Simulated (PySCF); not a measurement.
disulfane (H2S2), SMILES SS.

Geometry: B3LYP-D3(BJ)/def2-TZVP.

These are M06-2X/def2-TZVPD run with PySCF values and carry that method's errors.

The total energy comes out as -797.57086 hartree and the point group comes out as C2. The highest occupied level is -8.75 eV and the lowest empty level is -0.50 eV. The orbital gap comes out as 8.25 eV, the dipole moment comes out as 1.15 D and the quadrupole, principal values (traceless, Buckingham form, about the centre of nuclear charge) is -2.87, -0.65, 3.51 D·Å. The mean static polarisability is 44.7 bohr³ (6.63 Å³) and the polarisability, principal values comes out as 38.4, 38.5, 57.3 bohr³.
